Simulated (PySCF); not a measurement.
Compound: C2HFO4Si.
Numbering: `[O:1]=[C:2]1[O:3][SiH:4]([F:5])[O:6][C:7]1=[O:8]`

Geometry (GFN2-xTB, Å), atoms numbered from 1 in this order:
```xyz
9
C2HFO4Si angstrom
O      1.8437    1.6524    0.2333
C      0.9644    0.8657    0.1208
O     -0.3411    1.1499    0.2916
Si    -1.3218   -0.1586    0.1148
F     -2.2594    0.0533   -1.1457
O     -0.1093   -1.1986   -0.2764
C      1.1122   -0.6320   -0.2383
O      2.1266   -1.2080   -0.4479
H     -2.0016   -0.5182    1.3226
```

The computed photoelectron lines, unassigned: C 1s: 296.21 eV; O 1s: 539.22 (area 2), 540.51 (area 2) eV; F 1s: 694.15 eV; Si 1s: 1850.69 eV; Si 2p3/2: 110.52 eV.

Level of theory: PySCF, delta-SCF UKS SCAN, pcX-2 on the ionised atom, pcseg-1 elsewhere, spin-free X2C. Isolated species at its GFN2-xTB geometry, gas phase.

Problem. Assign the O 1s lines to atoms.

Solution. 539.22 eV: O1/O8 (carbonyl oxygen); 540.51 eV: O3/O6 (oxygen singly bound to a carbonyl carbon). Lowest listed O 1s: O1/O8, bonded to C (double bond). Highest, 1.29 eV above it: O3/O6, bonded to C and Si. Summing the Pauling electronegativity differences to the bonded atoms, each weighted by its formal bond order, gives -1.78 for the lowest site and -2.43 for the highest; the largest sum, -1.78, belongs to O1/O8, 1.29 eV below the top. The smallest sum, -2.43, belongs to O3/O6, 1.29 eV above the lowest.

Bonded neighbours of each site: O1/O8: C (double bond); C2/C7: O (double bond), O and C; O3/O6: C and Si; Si4: F, 2 O and H; F5: Si.

Problem. Express the binding energy of O 1s of O3/O6 in atomic units and per mole.

Solution. 540.51 eV = 19.8634 Eh = 52151 kJ/mol.

The first atom of each set that the bonding makes equivalent was ionised and stands for the set. Spin–orbit coupling isn't in the SCF: each 2p doublet comes from a relaxed spin-free hole plus a matrix of the shell (mean-field spin–orbit coupling and the ground-state 2p splitting), with 2p3/2 averaged over its two sublevels. 2p1/2 minus 2p3/2 (ligand field included): Si 0.63 eV.
